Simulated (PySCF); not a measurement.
# Orbital levels and atomic charges: B18P19H17

System: B18P19H17 (flake BP sheet).

Cartesian coordinates (Å):
```
  1 P    -4.762    2.543   -0.155
  2 B    -6.402    3.363   -0.088
  3 P    -7.910    2.376   -0.369
  4 B    -7.900    0.572    0.023
  5 P    -6.280   -0.291   -0.107
  6 B    -4.720    0.695   -0.157
  7 P     6.289   -0.271   -0.601
  8 B     4.740    0.695   -0.270
  9 P     3.149   -0.204   -0.061
 10 B     3.115   -2.047   -0.073
 11 P     4.582   -2.953   -0.764
 12 B     6.211   -2.114   -0.470
 13 P     1.602    2.597    0.129
 14 B     0.008    3.497    0.149
 15 P    -1.585    2.594    0.143
 16 B    -1.566    0.741    0.202
 17 P     0.016   -0.175    0.458
 18 B     1.593    0.746    0.193
 19 P    -9.409   -0.419    0.485
 20 B    -9.311   -2.190    0.004
 21 P    -7.743   -3.068    0.378
 22 B    -6.199   -2.132   -0.063
 23 P     4.776    2.543   -0.168
 24 B     3.206    3.468   -0.019
 25 B    -3.189    3.465    0.000
 26 P    -3.124   -0.211   -0.014
 27 B    -3.106   -2.055    0.004
 28 P    -1.593   -2.908    0.639
 29 B     0.016   -2.020    0.373
 30 P     1.630   -2.911    0.625
 31 P     9.469   -0.433   -0.373
 32 B     7.898    0.559   -0.233
 33 P     7.807   -3.077   -0.482
 34 B     9.259   -2.175    0.178
 35 P    -4.621   -2.972   -0.591
 36 P     7.868    2.336    0.250
 37 B     6.414    3.371   -0.086
 38 H    -6.476    4.527    0.017
 39 H    -9.049    2.991    0.105
 40 H     4.620   -4.213   -0.193
 41 H     0.007    4.669    0.113
 42 H   -10.506    0.163   -0.119
 43 H   -10.280   -2.790   -0.264
 44 H    -7.717   -4.286   -0.270
 45 H     3.232    4.640    0.002
 46 H    -3.207    4.637   -0.007
 47 H    -1.530   -4.183    0.107
 48 H     1.548   -4.165    0.048
 49 H    10.403    0.180    0.439
 50 H     7.617   -4.233    0.249
 51 H    10.142   -2.744    0.695
 52 H    -4.605   -4.221    0.004
 53 H     9.083    2.955    0.060
 54 H     6.494    4.539   -0.077
```

Method: PBE0/6-31G*, gas phase, PySCF, fitting set def2-universal-JFIT up to Ne and JKFIT beyond, grid level 1.

Q: Give the orbital energies near the gap.

A: 
```tsv
orbital	eV
HOMO-4	-6.70
HOMO-3	-6.64
HOMO-2	-6.47
HOMO-1	-6.23
HOMO	-6.15
LUMO	-2.81
LUMO+1	-2.60
LUMO+2	-2.37
LUMO+3	-2.19
```

Q: Give the partial charges of the non-hydrogen atoms.

A: 
```tsv
atom	Mulliken	IAO	Hirshfeld
P1	0.13	0.47	0.04
B2	-0.11	-0.38	-0.01
P3	0.03	0.34	0.04
B4	-0.14	-0.47	-0.04
P5	0.16	0.46	0.03
B6	-0.19	-0.49	-0.05
P7	0.21	0.45	0.03
B8	-0.21	-0.49	-0.04
P9	0.18	0.48	0.04
B10	-0.16	-0.46	-0.04
P11	0.06	0.31	0.02
B12	-0.16	-0.44	-0.03
P13	0.12	0.47	0.05
B14	-0.10	-0.37	0.00
P15	0.12	0.47	0.05
B16	-0.21	-0.50	-0.05
P17	0.21	0.48	0.04
B18	-0.21	-0.50	-0.05
P19	0.02	0.29	0.02
B20	-0.12	-0.35	0.00
P21	0.02	0.30	0.02
B22	-0.14	-0.45	-0.03
P23	0.13	0.47	0.04
B24	-0.11	-0.38	0.00
B25	-0.11	-0.38	0.00
P26	0.18	0.48	0.04
B27	-0.16	-0.45	-0.04
P28	0.06	0.31	0.02
B29	-0.17	-0.46	-0.04
P30	0.06	0.30	0.02
P31	0.02	0.29	0.02
B32	-0.16	-0.46	-0.04
P33	0.02	0.29	0.02
B34	-0.12	-0.35	0.00
P35	0.04	0.29	0.01
P36	0.02	0.35	0.04
B37	-0.11	-0.39	-0.01
```
